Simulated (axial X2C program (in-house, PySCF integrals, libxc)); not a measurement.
## Potential curves of BaH⁺, spin-free

All values were computed with an in-house all-electron X2C program for linear molecules (integrals from PySCF). Spin-free means the one-electron spin-free X2C Hamiltonian. Basis: Ba dyall-cv3z [14s14p9d5f1g], H dyall-v3z [6s2p1d] (cores contracted in-house); Gaussian nuclei, density fitting, unrestricted open shells. Masses: Ba 137.905 u, H 1.008 u.

State: M_S = 0, Λ = 0 (closed shell). Energies in cm⁻¹ from the fragments at the same level (Ba+ + H). Fits are polynomials in 1 − R0/R over 0.85 to 1.23 times the lowest point R0.

| R (Å) | HF | CCSD(T) | CCSD | r2SCAN |
| --- | --- | --- | --- | --- |
| 1.8444 | -8821 |  |  | -19012 |
| 1.9292 | -10752 | -18017 | -17977 | -20604 |
| 1.9928 | -11725 | -18809 | -18777 | -21341 |
| 2.0564 | -12355 | -19277 | -19252 | -21754 |
| 2.1200 | -12693 | -19471 | -19452 | -21894 |
| 2.1942 | -12777 | -19412 | -19397 | -21772 |
| 2.2684 | -12580 | -19099 | -19087 | -21398 |
| 2.3638 | -11997 | -18403 | -18392 | -20627 |
| 2.4804 | -10895 |  |  | -19357 |
| 2.6500 | -8768 |  |  | -17096 |

Correlated methods: 10 electrons correlated (number of frozen shells: Ba 4 s, 3 p, 2 d; H none), 228 virtual spin orbitals or spinors in MP2, 90 natural virtuals in coupled cluster.

Occupations by symmetry block were frozen at the best pattern of an incomplete PBE0 search. The closed shell is kept restricted, so the energy runs too high when the bond is stretched far. De is counted from the lowest determinant-based energies of the atoms at the same level, without counterpoise correction. CCSD and (T) use frozen natural virtuals with an MP2 correction for the truncation; (T) itself is uncorrected, so its De runs slightly low. Coupled cluster ran on the points near the minimum only. MP2 and coupled cluster on one determinant become unreliable at the stretched end.

Question: Fit the HF curve near its minimum: give the equilibrium distance, the harmonic wavenumber and the well depth.

Answer: At HF, spin-free: Re = 2.177 Å, ωe ≈ 1340 cm⁻¹, De = 1.59 eV to Ba+ + H; Be follows as 3.55 cm⁻¹.

Question: Fit the CCSD(T) curve near its minimum: give the equilibrium distance, the harmonic wavenumber and the well depth.

Answer: At CCSD(T), spin-free: Re = 2.141 Å, ωe ≈ 1340 cm⁻¹, De = 2.42 eV to Ba+ + H; Be follows as 3.68 cm⁻¹.

Question: Fit the CCSD curve near its minimum: give the equilibrium distance, the harmonic wavenumber and the well depth.

Answer: At CCSD, spin-free: Re = 2.142 Å, ωe ≈ 1340 cm⁻¹, De = 2.41 eV to Ba+ + H; Be follows as 3.67 cm⁻¹.

Question: What are Re, ωe and De at the r2SCAN level?

Answer: At r2SCAN, spin-free: Re = 2.125 Å, ωe ≈ 1370 cm⁻¹, De = 2.71 eV to Ba+ + H; Be follows as 3.73 cm⁻¹.
